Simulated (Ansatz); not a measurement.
```yaml
crystal:
  periodic: [false, false, false]
  atoms:
    - {symbol: Si, position_ang: [-0.745370, 0.655487, -0.794127]}
    - {symbol: C, position_ang: [0.656001, -0.365239, -0.286688]}
    - {symbol: Te, position_ang: [-0.318993, -0.402978, 2.038359]}
    - {symbol: H, position_ang: [-1.914576, 0.170497, -0.693479]}
    - {symbol: H, position_ang: [-0.057050, 0.700736, -2.372946]}
    - {symbol: H, position_ang: [-0.733730, 2.084843, -0.266862]}
    - {symbol: H, position_ang: [1.616235, 0.082803, 0.157095]}
    - {symbol: H, position_ang: [0.505019, -1.420348, -0.678287]}
    - {symbol: H, position_ang: [0.823181, -1.612867, 2.607909]}
basis:
  gaussian: {orbitals: def2-SVPD, final_grid: {core_spheres: 5, valence_spheres: 4, degree: 11}}
hamiltonian: {xc: {name: PBE0}}
output: {forces: true}
```

```sh
$ ansatz run in.yaml --threads 2 --pin off --events-out ev --progress --plain --max-ram 4352MiB
```

Output, abridged:

```
Functional definition: PBE0
1352 factors; integrals over basis functions are off by at most 9.6e-4 eV
mean field evaluation 1: about -16290.8828 eV, gradient 3.9e1 eV
mean field evaluation 2: about -16282.0009 eV, gradient 6.1e1 eV
mean field evaluation 4: about -16295.0552 eV, gradient 2.6e0 eV
mean field evaluation 8: about -16295.1054 eV, gradient 1.6e-1 eV
mean field evaluation 16: about -16295.1055 eV, gradient 3.4e-5 eV
mean field -16295.10550762 eV, -598.8340821858 hartree, gradient 3.4e-5 eV, S^2 0.000000; 0 other end points of the search recorded, 0 dependent functions left out
reference -16295.10555969 eV, -598.8340840995 hartree; 25, 25 occupied and 102, 102 virtual orbitals, 1352 factors
Total energy: -16295.10555969 eV, -598.8340840995 hartree
Atom 0 at    -0.745370     0.655487    -0.794127 Å, force     7.033578     4.299990    -4.099770 eV/Å
Atom 1 at     0.656001    -0.365239    -0.286688 Å, force    -0.165859    -0.899955     3.770513 eV/Å
Atom 2 at    -0.318993    -0.402978     2.038359 Å, force     1.597220    -1.358932    -0.374849 eV/Å
Atom 3 at    -1.914576     0.170497    -0.693479 Å, force    -5.871654    -2.744729     0.333523 eV/Å
Atom 4 at    -0.057050     0.700736    -2.372946 Å, force    -1.686047     0.338211     1.576690 eV/Å
Atom 5 at    -0.733730     2.084843    -0.266862 Å, force     0.029646    -0.543602    -0.054527 eV/Å
Atom 6 at     1.616235     0.082803     0.157095 Å, force    -1.016281    -1.009296    -1.453585 eV/Å
Atom 7 at     0.505019    -1.420348    -0.678287 Å, force     0.969207     1.067002     0.674778 eV/Å
Atom 8 at     0.823181    -1.612867     2.607909 Å, force    -0.889811     0.851311    -0.372773 eV/Å
Dipole moment:     0.057432    -0.120814    -0.017864 e Å
```

It took 2.7 s on 2 threads of an Arm Neoverse V1 on a shared host, with 0.39 GiB of host memory at the peak.
